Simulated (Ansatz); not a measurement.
Basis sets compared for In4P4H14, a cluster cut from wurtzite InP (hydrogen-capped). Charge 0, multiplicity 1. Geometry PBE-D4/def2-SVP. Ansatz on 2 threads of AMD EPYC 7R13 on a shared host and a share (18 GiB) of an NVIDIA H100 80GB HBM3; times are rough, and most runs start from earlier orbitals.

```xyz
22

In   -2.880   -0.692   -0.239
P    -1.809    1.284    1.283
In    0.964   -2.770    0.481
P    -0.595   -1.509   -1.178
P     1.614   -0.558    1.912
In    0.723    1.831    1.429
In    0.566    0.040   -2.917
P     1.251    1.945   -1.109
H    -3.490   -1.791    0.962
H    -3.760    0.207   -1.440
H    -2.226    1.176    2.649
H    -2.429    2.547    1.016
H     0.037   -3.689    1.630
H     2.476   -3.178   -0.274
H    -1.021   -2.591   -2.022
H     1.369   -0.749    3.310
H     3.033   -0.393    2.010
H     1.238    3.137    2.449
H    -0.610    0.869   -3.894
H     2.115   -0.598   -3.384
H     0.783    3.238   -1.509
H     2.650    2.245   -1.167
```

In the def2 sets In takes a core potential; there is no spin–orbit coupling. Single mean-field runs in def2-TZVP are fitted with def2-universal-jkfit.

Binding counts from free atoms (In doublet, P quartet, H doublet) in the same basis, without a counterpoise term.

```tsv
level	functions	energy (Eh)	HOMO (eV)	LUMO (eV)	binding per atom (eV)	wall time
PBE-D4/def2-SVP	246	-2133.3446	-5.96	-1.89	2.43	11 s
PBE0-D4/def2-SVP	246	-2133.4888	-6.97	-1.13	2.42	11 s
```

Question: Estimate the rows for PBE-D4/def2-TZVP (with forces), PBE0-D4/def2-TZVP.

Answer: 
```csv
level,functions,energy (Eh),HOMO (eV),LUMO (eV),binding per atom (eV),wall time
PBE-D4/def2-TZVP (with forces),432,-2133.8531,-6.02,-2.05,2.45,11 s
PBE0-D4/def2-TZVP,432,-2133.9852,-7.02,-1.29,2.44,12 s
```
